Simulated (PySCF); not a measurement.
Species: C₅H₇O₂P.
Geometry (GFN2-xTB, Å), atoms numbered from 1 in this order:
```xyz
15
C5H7O2P angstrom
C      2.491   -1.304   -0.044
C      1.596   -0.505   -0.106
P      0.240    0.630   -0.282
C      0.574    1.939    0.944
O      0.006    1.089   -1.657
C     -1.202   -0.355    0.413
C     -1.736   -1.323   -0.583
O     -1.623   -0.155    1.519
H      3.286   -1.989    0.025
H      1.477    2.468    0.642
H     -0.267    2.631    0.928
H      0.692    1.520    1.938
H     -2.568   -1.901   -0.188
H     -0.924   -1.980   -0.899
H     -2.047   -0.757   -1.462
```

Theory: TDDFT PBE0/def2-SVPD, vertical, gas phase, core orbitals frozen in the response (PySCF 2.14.0, density-fitted response routines).

Transition dipole moments from the ground state, in atomic units and in the frame of the coordinates above (overall signs are arbitrary), for the states with f of 0.002 or more among the lowest 8:

| state | E (eV) | μx | μy | μz |
| --- | --- | --- | --- | --- |
| S1 | 3.552 | -0.109 | 0.134 | -0.023 |
| S2 | 5.238 | -0.081 | 0.155 | 0.096 |
| S3 | 5.499 | -0.159 | 0.066 | 0.080 |
| S6 | 6.073 | -0.617 | -0.041 | 0.134 |
| S7 | 6.289 | 0.340 | 0.041 | -0.048 |
| S8 | 6.443 | 0.163 | -0.130 | 0.098 |

Task: What oscillator strength does each state have?

Result: f = (2/3) ΔE |μ|² with ΔE in hartree (27.2114 eV).

```json
{"state": "S1", "|μ|² (au)": "0.030", "|μ| (D)": "0.44", "f": "0.003"}
{"state": "S2", "|μ|² (au)": "0.040", "|μ| (D)": "0.51", "f": "0.005"}
{"state": "S3", "|μ|² (au)": "0.036", "|μ| (D)": "0.48", "f": "0.005"}
{"state": "S6", "|μ|² (au)": "0.401", "|μ| (D)": "1.61", "f": "0.060"}
{"state": "S7", "|μ|² (au)": "0.119", "|μ| (D)": "0.88", "f": "0.018"}
{"state": "S8", "|μ|² (au)": "0.053", "|μ| (D)": "0.58", "f": "0.008"}
```

Task: Which bond between heavy atoms lies closest to the direction of the S6 transition dipole?

Result: P3–C6, at 31° from it; next C2–P3 and C1–C2 at 47°.

Task: What angle do the transition dipoles of S6 and S7 make?

Result: |cos θ| = |μa·μb| / (|μa| |μb|) = 1.00, so θ ≈ 5° (taken between 0 and 90°, since the signs are arbitrary).

Task: How is the summed strength of these states shared among x, y and z?

Result: (2/3) Σ ΔE μα² gives 0.084 for x, 0.008 for y and 0.007 for z, 0.099 in all.

Task: What peak molar absorption coefficient would the strongest computed level give as a lone Gaussian band 0.4 eV wide at half height?

Result: ε(max) = 2.175×10⁸ f / FWHM, with the width in cm⁻¹. S6: 2.175×10⁸ × 0.0596 / 3226 ≈ 4000 L mol⁻¹ cm⁻¹.

The run took about 2.2 min of CPU time (grids of density and orbitals included) (one thread, shared machine).

One conformer stands for the species.
